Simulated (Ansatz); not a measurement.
# A family of molecules: the HOMO–LUMO gap

One atom is swapped for its congeners: BH2(SH); AlH2(SH); GaH2(SH); InH2(SH). All are singlets with charge 0.

Shapes, held fixed at every level: PBE0-D4/def2-TZVP. Programs: Ansatz 0.2.0. Values in eV.

| level | BH2(SH) | AlH2(SH) | GaH2(SH) | InH2(SH) |
| --- | --- | --- | --- | --- |
| SPW92/def2-TZVPP | 4.98 | 4.44 | 4.19 | 3.79 |
| r2SCAN-D4/def2-TZVPP | 5.64 | 5.14 | 4.83 | 4.40 |
| B3LYP-D4/def2-TZVPP | 6.71 | 5.99 | 5.72 | 5.23 |
| BHLYP-D4/def2-TZVPP | 9.17 | 8.22 | 7.97 | 7.37 |
| PBE0-D4/def2-TZVPP | 7.17 | 6.45 | 6.22 | 5.73 |
| r2SCAN0-D4/def2-TZVPP | 7.53 | 6.83 | 6.56 | 6.07 |
| wB97M-V/def2-TZVPP | 11.33 | 10.26 | 10.10 | 9.39 |

At wB97M-V/def2-TZVPP the HOMO–LUMO gap falls at every step, from 11.33 to 9.39 eV. Every level shows the same order. For atoms past krypton def2 sets carry core potentials with scalar relativity. Relativity is left out for Ga unless named. Orbital gaps aren't excitation energies, and the LUMO depends on the basis.
